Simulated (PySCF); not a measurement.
F₂W, SMILES [F][W][F] (connectivity only; charge and spin as stated), neutral, multiplicity 5.

Geometry: PBE-D3(BJ)/def2-TZVP. The spin state was assumed, not searched. The def2 effective core potentials stand for the cores of W; spin–orbit coupling is left out.

Calculation: PBE-D3(BJ)/def2-TZVP (PySCF).

Frequencies are harmonic and unscaled.

```tsv
mode	ν (cm⁻¹)	IR (km/mol)	moving atoms (share of kinetic energy)
1	120	2.6	F 86 %, W 14 %
2	633	173.4	F 85 %, W 15 %
3	649	23.8	F 97 %
```
